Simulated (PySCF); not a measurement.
Coordinates in bohr (charge 0 multiplicity 6):
```
Fe    0.0000    0.0000    1.3648
S     0.0000    0.0000   -2.5278
H     0.0000    0.0000    4.4441
```

Method: UPBE0 in PySCF with Fe def2-TZVP, S def2-TZVP, H def2-TZVP; no relativity; density-fitted integrals.

This geometry of HFeS is a stationary point at this level.

**Question.** What is the point group?

**Answer.** C∞v.

**Question.** Is it a minimum?

**Answer.** Yes: all harmonic wavenumbers are real.

**Question.** Give the atomic charges and bond orders.

**Answer.** 
| atom | Mulliken | Löwdin | polar tensor | spin (Mulliken) | Mayer order to Fe1 |
| --- | --- | --- | --- | --- | --- |
| Fe1 | 0.50 | 0.19 | 0.85 | 4.09 | – |
| S2 | -0.36 | 0.02 | -0.41 | 1.00 | 1.87 |
| H3 | -0.14 | -0.21 | -0.44 | -0.10 | 0.91 |

**Question.** Give the ideal-gas entropy at 298.15 K and 1 bar by parts.

**Answer.** translation 164.8, rotation 66.8, vibration 23.8, spin 14.9; total 270.3 J/(mol K).

**Question.** What is the atomisation energy, with and without zero-point energy?

**Answer.** 553 kJ/mol without, 538 kJ/mol with.

This need not be the most stable arrangement of these atoms. Other spin states or occupations of the open shell can lie lower.
